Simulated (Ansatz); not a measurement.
Abridged output of a molecular run in Ansatz:

```
Functional definition: HF
1568 factors; integrals over basis functions are off by at most 7.9e-4 eV
mean field evaluation 1: about -37688.0643 eV, gradient 3.7e1 eV
mean field evaluation 2: about -37688.3909 eV, gradient 3.7e1 eV
mean field evaluation 4: about -37691.4657 eV, gradient 3.7e0 eV
mean field evaluation 8: about -37691.5234 eV, gradient 2.3e-1 eV
mean field -37691.52369039 eV, -1385.1379473895 hartree, gradient 2.8e-6 eV, S^2 0.000000; 0 other end points of the search recorded, 0 dependent functions left out
18 core orbitals not correlated: weight in the atoms' cores, before any rotation towards them, 1.000 or more for the frozen orbitals, at most 0.000 for the correlated occupied ones
reference -37691.52369039 eV, -1385.1379473895 hartree; 18, 18 occupied and 225, 225 virtual orbitals, 1568 factors
second order -28.71581302 eV of doubles, -0.00000000 eV of singles
cycle   1  -29.33724585 eV  change   -6.2e-1 eV  update   1.1e-1
cycle   2  -29.95561096 eV  change   -6.2e-1 eV  update   3.2e-2
cycle   3  -30.09604888 eV  change   -1.4e-1 eV  update   1.6e-2
cycle   4  -30.08425394 eV  change    1.2e-2 eV  update   4.0e-3
cycle   5  -30.08283773 eV  change    1.4e-3 eV  update   1.6e-3
cycle   6  -30.08386460 eV  change   -1.0e-3 eV  update   4.7e-4
cycle   7  -30.08374126 eV  change    1.2e-4 eV  update   1.7e-4
cycle   8  -30.08371035 eV  change    3.1e-5 eV  update   5.1e-5
cycle   9  -30.08373791 eV  change   -2.8e-5 eV  update   2.2e-5
perturbative correction -1.24780253 eV, -0.0458558970 hartree
Total energy: -37722.85523082 eV, -1386.2893602631 hartree
```

Its atoms:

Z-matrix (Å, degrees):
```
Si
C 1 1.831
Cl 1 2.032 2 111.7
F 1 1.585 2 109.3 3 119.2
Cl 1 2.031 2 111.7 3 -121.6
C 2 1.330 1 121.9 3 -118.9
H 2 1.087 1 118.6 3 61.0
H 6 1.085 2 121.9 1 -0.0
H 6 1.086 2 121.8 1 180.0
```

Question: Which basis set was used?
A. def2-TZVPP
B. def2-QZVPP
C. def2-SVPD
D. cc-pV(Q+d)Z

Answer: A. It gives 261 functions.

Question: Write the keys of the input that set method, charge and spin (a neutral closed shell needs none for the last two).

Answer: 
```yaml
correlation: {method: ccsd_t}
```
